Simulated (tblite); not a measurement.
Species: C5H18Si3.
Atom-mapped SMILES: `[CH3:1][CH2:2][CH2:3][CH2:4][SiH2:5][Si@@H:6]([CH3:7])[SiH3:8]` (hydrogens: H9, H10, H11 on C1; H12, H13 on C2; H14, H15 on C3; H16, H17 on C4; H18, H19 on Si5; H20 on Si6; H21, H22, H23 on C7; H24, H25, H26 on Si8)

Computed with GFN2-xTB (tblite), gas phase: L-BFGS steps from a force-field or distance-geometry start until the largest atomic force falls under 0.01 eV/Å.

At the end of the run (lengths in Å): Si6–C7 1.909, C4–Si5 1.904, Si6–Si8 2.326, Si8–H26 1.466, Si5–Si6 2.328, Si8–H25 1.467, Si8–H24 1.466, Si5–Si6–Si8 116.3°, C3–C4–Si5 113.7°, C4–Si5–Si6 108.9°, C7–Si6–Si8 108.7°, C1–C2–C3–C4 179°, C2–C3–C4–Si5 179°, C3–C4–Si5–Si6 176°, H20–Si6–Si5–C4 64°, H20–Si6–Si8–H24 -67°.

Question: These geometries were met on the way; a selection of coordinates is given. Order them by energy above the end point, lowest first.
A. Si6–C7 1.902, C4–Si5 1.903, Si6–Si8 2.306, Si8–H26 1.466, Si5–Si6 2.320, Si8–H25 1.466, Si8–H24 1.464, Si5–Si6–Si8 109.7°, C3–C4–Si5 114.3°, C4–Si5–Si6 106.8°, C7–Si6–Si8 109.2°, C1–C2–C3–C4 180°, C2–C3–C4–Si5 179°, C3–C4–Si5–Si6 180°, H20–Si6–Si5–C4 60°, H20–Si6–Si8–H24 -66°
B. Si6–C7 1.913, C4–Si5 1.902, Si6–Si8 2.302, Si8–H26 1.447, Si5–Si6 2.303, Si8–H25 1.457, Si8–H24 1.455, Si5–Si6–Si8 108.8°, C3–C4–Si5 114.9°, C4–Si5–Si6 107.2°, C7–Si6–Si8 109.0°, C1–C2–C3–C4 180°, C2–C3–C4–Si5 179°, C3–C4–Si5–Si6 -179°, H20–Si6–Si5–C4 59°, H20–Si6–Si8–H24 -65°
C. Si6–C7 1.845, C4–Si5 1.860, Si6–Si8 2.286, Si8–H26 1.503, Si5–Si6 2.303, Si8–H25 1.487, Si8–H24 1.485, Si5–Si6–Si8 106.0°, C3–C4–Si5 116.1°, C4–Si5–Si6 110.4°, C7–Si6–Si8 110.3°, C1–C2–C3–C4 180°, C2–C3–C4–Si5 180°, C3–C4–Si5–Si6 -179°, H20–Si6–Si5–C4 55°, H20–Si6–Si8–H24 -60°
D. Si6–C7 1.909, C4–Si5 1.906, Si6–Si8 2.333, Si8–H26 1.465, Si5–Si6 2.326, Si8–H25 1.469, Si8–H24 1.468, Si5–Si6–Si8 110.0°, C3–C4–Si5 114.0°, C4–Si5–Si6 106.8°, C7–Si6–Si8 109.0°, C1–C2–C3–C4 180°, C2–C3–C4–Si5 179°, C3–C4–Si5–Si6 180°, H20–Si6–Si5–C4 60°, H20–Si6–Si8–H24 -67°
E. Si6–C7 1.886, C4–Si5 1.891, Si6–Si8 2.292, Si8–H26 1.485, Si5–Si6 2.294, Si8–H25 1.482, Si8–H24 1.480, Si5–Si6–Si8 106.8°, C3–C4–Si5 115.2°, C4–Si5–Si6 109.3°, C7–Si6–Si8 109.7°, C1–C2–C3–C4 180°, C2–C3–C4–Si5 180°, C3–C4–Si5–Si6 -179°, H20–Si6–Si5–C4 56°, H20–Si6–Si8–H24 -61°

Answer: D (0.021 eV), A (0.036 eV), B (0.068 eV), E (0.129 eV), C (0.221 eV).

| step | E above end (eV) | rms distance from the end, all atoms (Å) | largest force (eV/Å) | rms shift of all bonds from the end (Å) |
| --- | --- | --- | --- | --- |
| 12 | 0.021 | 0.121 | 0.151 | 0.002 |
| 8 | 0.036 | 0.127 | 0.191 | 0.005 |
| 5 | 0.068 | 0.136 | 0.362 | 0.009 |
| 1 | 0.129 | 0.144 | 0.506 | 0.012 |
| 0 | 0.221 | 0.146 | 1.563 | 0.022 |

Rows stand in the order of the answer.
